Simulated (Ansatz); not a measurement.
Mo5Se10. Charge 0, multiplicity 1. Geometry PBE-D4/def2-SVP, loosely relaxed.

```xyz
15

Mo    0.9718    1.3201   -1.6484
Mo   -1.5405   -1.3563    1.7171
Mo   -0.9440    0.8798    0.7700
Mo    1.0552   -0.9111    0.8592
Mo   -0.8281   -1.1733   -0.9118
Se   -2.5161   -2.7273   -0.0420
Se    0.9569    1.3345    2.3715
Se    2.7929    0.3949   -0.4012
Se    0.5795   -0.6322   -3.0423
Se   -2.8725    0.5734    2.3023
Se    0.6216    2.9208    0.5457
Se   -1.6498    1.2118   -1.5918
Se    1.7834    2.9546   -2.9766
Se    0.4139   -2.1402    2.9395
Se    1.1758   -2.6495   -0.8910
```

In the def2 sets Mo takes a core potential; there is no spin–orbit coupling. Single mean-field runs in def2-SVP, def2-TZVP are fitted with def2-universal-jkfit. The restricted singlet is unstable towards broken spin symmetry in Hartree–Fock (as tested in another run); at PBE-D4/def2-SVP, PBE-D4/def2-TZVP, revPBE-D4/def2-SVP, r2SCAN-D4/def2-SVP and others this wasn't settled. The geometry of the charge 0 singlet is only loosely relaxed. The structure comes from a short search, and lower isomers may exist.

Question: Estimate the orbital energies around the gap (eV) in Ansatz with PBE-D4/def2-SVP, PBE-D4/def2-TZVP, revPBE-D4/def2-SVP, r2SCAN-D4/def2-SVP, PBE0-D4/def2-SVP.

Answer: 
| orbital | PBE-D4/def2-SVP | PBE-D4/def2-TZVP | revPBE-D4/def2-SVP | r2SCAN-D4/def2-SVP | PBE0-D4/def2-SVP |
| --- | --- | --- | --- | --- | --- |
| HOMO−5 | -6.38 | -6.35 | -6.32 | -6.71 | -7.44 |
| HOMO−4 | -6.33 | -6.31 | -6.28 | -6.66 | -7.34 |
| HOMO−3 | -6.00 | -5.98 | -5.94 | -6.31 | -7.02 |
| HOMO−2 | -5.80 | -5.79 | -5.74 | -6.09 | -6.75 |
| HOMO−1 | -5.45 | -5.44 | -5.39 | -5.71 | -6.28 |
| HOMO | -5.22 | -5.20 | -5.16 | -5.48 | -6.18 |
| LUMO | -4.75 | -4.74 | -4.68 | -4.88 | -4.32 |
| LUMO+1 | -4.54 | -4.52 | -4.47 | -4.67 | -4.10 |
| LUMO+2 | -4.31 | -4.29 | -4.24 | -4.41 | -3.76 |
| LUMO+3 | -4.18 | -4.17 | -4.12 | -4.30 | -3.66 |
| LUMO+4 | -4.03 | -4.01 | -3.96 | -4.12 | -3.45 |
| LUMO+5 | -3.85 | -3.83 | -3.78 | -3.94 | -3.27 |
